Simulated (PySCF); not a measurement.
`CC[C@H]1C[C@@H](F)[S@@]1=O`, C$_{5}$H$_{9}$FOS

Geometry:
| atom | x (Å) | y (Å) | z (Å) |
| --- | --- | --- | --- |
| C1 | 2.262 | -0.456 | -0.362 |
| C2 | 1.282 | 0.269 | 0.557 |
| C3 | -0.066 | 0.464 | -0.104 |
| C4 | -0.942 | -0.773 | -0.304 |
| C5 | -2.256 | -0.109 | 0.075 |
| F6 | -3.083 | -0.864 | 0.852 |
| S7 | -1.363 | 1.284 | 0.987 |
| O8 | -1.757 | 2.554 | 0.391 |
| H9 | 1.884 | -1.442 | -0.624 |
| H10 | 3.223 | -0.576 | 0.129 |
| H11 | 2.413 | 0.109 | -1.279 |
| H12 | 1.689 | 1.246 | 0.825 |
| H13 | 1.154 | -0.304 | 1.479 |
| H14 | 0.015 | 1.064 | -1.011 |
| H15 | -0.920 | -1.214 | -1.300 |
| H16 | -0.703 | -1.543 | 0.430 |
| H17 | -2.841 | 0.303 | -0.750 |

Theory: PySCF 2.14.0, TDDFT BHandHLYP/def2-SVPD circular dichroism and optical rotation, one conformer, gas phase. Geometry: GFN2-xTB.

The molecule is flexible and this is one conformer; a measurement averages over conformers. States above about 8.2 eV (minus the energy of the highest occupied orbital) lie near or above the ionisation threshold and depend on the basis.

Stereocentres: C3 S, C5 S, S7 R.

Question: What is the specific rotation at 633, 589.3, 546, 436, 405, 365, 355 nm?

Answer: [α] in deg dm⁻¹ (g/mL)⁻¹:
```csv
λ (nm),origin-invariant length gauge,modified velocity gauge,length gauge (centre of mass),isotropic polarisability (au)
633,+63.5,+61.3,+62.8,82.7
589.3,+73.0,+70.5,+72.0,83.0
546,+84.5,+81.6,+83.3,83.3
436,+125.7,+121.9,+123.3,84.8
405,+139.7,+135.8,+136.7,85.5
365,+153.3,+150.0,+148.8,86.7
355,+153.9,+151.0,+148.8,87.1
```

Question: And for the mirror image at 589.3 nm?

Answer: -73.0 deg dm⁻¹ (g/mL)⁻¹ (origin-invariant length gauge): the same size and the opposite sign.

Question: What is the molar rotation [Φ] = [α]·M/100 of the geometry above at 589.3 nm?

Answer: With M = 136.18 g/mol, +99.4 deg cm² dmol⁻¹ (origin-invariant length gauge).

The first excitation lies at 5.50 eV (225 nm) with R = -19.0 × 10⁻⁴⁰ esu² cm² (velocity form).
